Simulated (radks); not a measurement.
Yb22+, 48 electrons, occupied as [Kr] 4d10 4f2. All-electron calculation, scalar-relativistic Kohn-Sham, r2SCAN, spin-polarised, spherical densities, finite nucleus; open shells are filled with parallel spins first (spin-orbit coupling, left out, can overturn this in heavy ions); meta-GGA in the generalised Kohn-Sham scheme; Fermi nuclear charge, rms radius 5.3108 fm. Program: a radial shooting solver on a logarithmic mesh with Libxc functionals.

Normalised radial functions P(r) = r R(r), r in bohr:

r           4d up
0.001063   0.0000
0.001384   0.0000
0.001787   0.0001
0.002327   0.0002
0.00303    0.0003
0.003946   0.0006
0.005097   0.0013
0.006637   0.0026
0.008642   0.0054
0.01116    0.0105
0.01454    0.0209
0.01893    0.0407
0.02445    0.0758
0.03184    0.1389
0.04146    0.2430
0.05398    0.3995
0.06973    0.5987
0.0908     0.8153
0.1182     0.9497
0.1527     0.8659
0.1989     0.4350
0.259     -0.3204
0.3345    -1.1096
0.4356    -1.5747
0.5672    -1.4444
0.7385    -0.9013
0.954     -0.3787
1.242     -0.0922
1.617     -0.0115
2.089     -0.0007
2.721     0.0000

4d up: eigenvalue -781.78 eV, 1 radial node at r = 0.234 bohr, <r> = 0.504 bohr, 90 % of the charge inside 0.740 bohr.
